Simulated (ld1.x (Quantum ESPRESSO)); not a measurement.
Ranking TM potentials for sulfur (S)

All share these settings but for the change named:

ld1.x (Quantum ESPRESSO) 7.5 input, shortened:

```
&input
   title='S', zed=16., rel=0, dft='PBESOL', iswitch=3,
   config='[Ne] 3s2 3p3.5 3d-2'
 /
 &inputp
   pseudotype=2, tm=.true., lloc=0,
   nlcc=.false.
 /
3
3P  2  1   3.50   0.00  1.25  1.25  0.0
3D  3  2  -2.00   0.30  1.15  1.15  0.0
3S  1  0   2.00   0.00  1.05  1.05  0.0
 &test
   configts(1)='3s2 3p3.5'
 /
```

Cutoff: the first of the cutoffs (Ry, on a coarse ladder) from which the occupation-weighted sum of valence levels, in a spherical-Bessel basis at the reference potential, stays within 10 and 1 mRy of its value at 400 Ry; the density cutoff is not measured.

The base gives 100 Ry.

Of 9 variants that were run, those that failed, showed a ghost or another fault, or gave nearly equal values are left out.

A variant can come out equal or close to the base.

(1) Rank these variants from softest to hardest (loose cutoff).
A. all radii scaled by about 1.11 (s 1.16, p 1.40, d 1.28 bohr)
B. all radii scaled by about 0.96 (s 1.00, p 1.20, d 1.10 bohr)
C. all radii scaled by about 1.32 (s 1.38, p 1.66, d 1.52 bohr)
D. all radii scaled by about 0.90 (s 0.94, p 1.12, d 1.04 bohr)

## Answers

(1) C (40 Ry), A (50 Ry), B (90 Ry), D (140 Ry).
